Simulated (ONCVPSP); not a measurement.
## Transferability test, ONCV potential for I

ONCVPSP 4.0.1 input, shortened (lines: element, Z, core and valence counts, functional; n l f; lmax; l rc ep ncon nbas qcut; lloc lpopt rc5 dvloc0; l nproj debl; icmod fcfact rcfact), PBE, scalar-relativistic:

```
  I 53.00    6    5        4      upf
    1    0    2.00
    2    0    2.00
    2    1    6.00
    3    0    2.00
    3    1    6.00
    3    2   10.00
    4    0    2.00
    4    1    6.00
    4    2   10.00
    5    0    2.00
    5    1    5.00
    2
    0    1.40    0.00    3    8    8.40
    1    1.00    0.00    4    7   14.30
    2    1.00    0.00    3    8   16.20
    2    5    1.00    0.00
    0    2    0.50
    1    2    3.70
    2    0    2.10
    3    4.00    1.70
```

Energies are relative to the spin-unpolarised reference configuration 4s2 4p6 4d10 5s2 5p5; without spin polarisation the order of configurations can differ from experiment.

```
valence configuration  charge  ΔE all-electron (eV)  error AE − PS (meV)
 4s2 4p6 4d10 5s2 5p4      +1                11.131                 -1.9
 4s2 4p6 4d10 5s2 5p3      +2                30.978                 -5.5
 4s2 4p6 4d10 5s2 5p2      +3                60.307                  -11
```

**Question.** What are ΔE and the potential's error for 4s2 4p5 4d10 5s2 5p5?

**Answer.** ΔE = 136.399 eV all-electron; the error (AE − PS) is -81 meV.
